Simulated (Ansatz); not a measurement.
Reaction (atomization): `O=C[SiH](O)[SnH3]` → C• + 6 H• + 2 O• + Si• + Sn•

Gas-phase electronic energies from Ansatz, PBE0-D4/def2-TZVP geometries. CCSD(T)/CBS adds triple-zeta CCSD(T) − MP2 to the extrapolated MP2 energy (def2 sets, frozen cores). This one scheme is used for every species, atoms too. DFT in def2-TZVPP. B3LYP here is the variant with VWN-RPA as its local correlation; programs differ in this. Open shells (•) are unrestricted, without spin–orbit coupling. Spin–orbit coupling would lower the free atoms: a little for C, O, Si; strongly for Sn. def2 core potentials past Kr. For Sn outer-core shells are correlated without core-valence functions, so the limit isn't a true one: a few kJ/mol of doubt a bond, and 10 to 20 or more in all where bonds break to atoms. One conformer a species, not always the lowest.

CCSD(T)/CBS gives +3657.5 kJ/mol.

(1) Another level gave +3624.7 kJ/mol. Which?
A. r2SCAN/def2-TZVPP
B. ωB97X-V/def2-TZVPP
C. B3LYP-D4/def2-TZVPP
D. r2SCAN-D4/def2-TZVPP

Largest T1 diagnostic among the species: 0.015.

## Answers

(1) C. B3LYP-D4 3624.7, ωB97X-V 3661.6, r2SCAN-D4 3642.6, r2SCAN 3636.5 kJ/mol.

The D4 term adds +40.1 kJ/mol with B3LYP and +21.3 kJ/mol with PBE0; it sums over pairs of atoms, weighted by their polarisabilities, and B3LYP, whose exchange is more repulsive, gets the larger term. From PBE to PBE0 (25 % exact exchange), in def2-TZVPP and without D4, ΔE moves by −85.4 kJ/mol: exact exchange takes away binding that semilocal exchange gives to molecules. In def2-TZVPP, CCSD(T) changes the Hartree–Fock value by +1037.9 kJ/mol (the triples alone add +64.7 kJ/mol) and MP2 by +1075.8 kJ/mol; breaking electron pairs costs correlation energy, which Hartree–Fock lacks.

For atomizations the MP2-based limit and the directly extrapolated one differ by several kJ/mol either way, and by 10 to 25 for some Ge, Se and Sn compounds, so smaller differences from it don't rank the levels.
